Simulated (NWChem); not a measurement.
Molecule: CH₆BFOSi; SMILES COB(F)[SiH3]

```xyz
11

B     -0.6265     0.1013     0.0000
F     -1.9450    -0.0778     0.0000
O     -0.2153     1.3785     0.0000
C      1.1226     1.7990     0.0000
H      1.3114     2.4147    -0.8924
H      1.3114     2.4147     0.8924
H      1.8332     0.9548     0.0000
Si     0.5985    -1.5382     0.0000
H      1.4927    -1.5382     1.2030
H      1.4927    -1.5382    -1.2030
H     -0.1972    -2.8018     0.0000
```
Atoms are numbered in this order, from 1.

Computed with NWChem. Pople sets run with spherical d functions. All runs use the structure optimised with PBE0/def2-SVP. Total energies compare along this basis series because the functional is fixed.

```tsv
level	basis functions	energy (Ha)	highest occupied level (eV)	orbital gap (eV)	dipole (D)
Hartree-Fock/STO-3G	35	-522.8578	-8.52	17.13	1.64
Hartree-Fock/3-21G	61	-526.5222	-11.55	14.78	2.92
Hartree-Fock/6-31G*	86	-529.3439	-11.58	14.78	2.42
Hartree-Fock/6-31+G*	106	-529.3539	-11.75	13.36	2.60
Hartree-Fock/6-311G**	134	-529.4350	-11.67	14.47	2.55
Hartree-Fock/6-311++G**	160	-529.4400	-11.74	12.77	2.63
```
